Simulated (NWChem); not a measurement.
Molecule: C2HBCl2; SMILES C#CB(Cl)Cl

```xyz
6

B      0.0005     0.0000    -0.0013
C      0.0314    -1.5146     0.0013
C      0.0548    -2.7317     0.0043
H      0.0753    -3.8076     0.0074
Cl     1.4902     0.9139    -0.0026
Cl    -1.5268     0.8498    -0.0026
```
Atoms are numbered in this order, from 1.

All runs: NWChem. Pople sets run with spherical d functions. STO-3G and 3-21G are far too small for this property and stand as cheap habits. The geometry was optimised at PBE0/def2-SVP. GIAO values for the isolated, static molecule; σ is the absolute isotropic shielding, δ = σ(reference) − σ with the isolated reference molecule computed at the same levels (11B: boron trifluoride, 13C: tetramethylsilane, 1H: tetramethylsilane).

```tsv
level	δ B1 (ppm)	δ C2 (ppm)	δ C3 (ppm)	δ H4 (ppm)	σ Cl5 (ppm)	relative time
BHandHLYP/pcSseg-1	35.8	85.9	116.3	3.88	684.4	20
B3LYP/6-311G**	35.0	89.3	110.7	3.55	655.3	30
LDA (Slater exchange, VWN5)/pcSseg-1	33.1	99.0	117.2	3.53	571.0	10
Hartree-Fock/STO-3G	40.0	56.9	120.2	5.62	1009.9	1
```

Times are rough ratios from one shared machine.
